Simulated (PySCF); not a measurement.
How methods differ on the ionisation energy of Sn³⁶⁺

Sn³⁶⁺ [Ne] 3s2 3p2 (3P) → Sn³⁷⁺ [Ne] 3s2 3p1 (2P), as a difference of total energies. All numbers are calculated (PySCF 2.14, the spin-free X2C one-electron Hamiltonian (Gaussian nucleus), in an uncontracted even-tempered set (18 s from 5.9 bohr⁻², ratio 2.5; 12 p from 7.7 bohr⁻², ratio 2.5; 4 d from 32 bohr⁻², ratio 2.7; 4 f from 48 bohr⁻², ratio 2.7)). Correlated levels: outer shells: 1s2 frozen; virtual orbitals above 40 to 60 times the deepest correlated orbital energy dropped. The calculations carry no spin-orbit coupling.

```tsv
method	ionisation energy (eV)
UHF	2408.8
MP2 (outer shells)	2409.3
SCS-MP2 (outer shells)	2409.1
CCSD (outer shells)	2409.2
CCSD(T) (outer shells)	2409.2
```

Spin-orbit coupling is strong in these open shells (close to jj coupling). The scalar numbers leave it out and a first-order estimate fails, so it can dominate the gap to the real levels.

Breit and QED terms and the two-electron picture change are absent.

For comparison: 2443 ± 5 eV (semi-empirical (NIST evaluation); NIST Atomic Spectra Database, ionization energies).
